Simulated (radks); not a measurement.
Task: The gold ion Au70+, configuration [He] 2s2 2p5 (the NIST ground configuration). Method: scalar-relativistic Kohn-Sham, r2SCAN, spin-polarised, spherical densities, finite nucleus; open shells are filled with parallel spins first (spin-orbit coupling, left out, can overturn this in heavy ions); meta-GGA in the generalised Kohn-Sham scheme; Fermi nuclear charge, rms radius 5.4371 fm; computed with a radial shooting solver on a logarithmic mesh with Libxc functionals. Some entries of the table are withheld. Estimate them.

orbital  occ.  eigenvalue (eV)  <r> (bohr)  r(max) (bohr)
1s up       1        -87784.16     0.01685        0.01041
1s down     1        -87760.06     0.01684        0.01041
2s up       1        -20700.92     0.06971        0.05950
2s down     1        -20669.02     0.06976        0.05953
2p up       3              (1)     0.06261            (2)
2p down     2              (3)     0.06267            (4)
3s up       0        -8586.044      0.1661         0.1583
3s down     0        -8574.544      0.1663         0.1585
3p up       0        -8041.073      0.1632         0.1549
3p down     0        -8028.225      0.1634         0.1552

Result: 
(1) 2p up eigenvalue (eV): -18834.93
(2) 2p up r(max) (bohr): 0.04904
(3) 2p down eigenvalue (eV): -18794.96
(4) 2p down r(max) (bohr): 0.04908
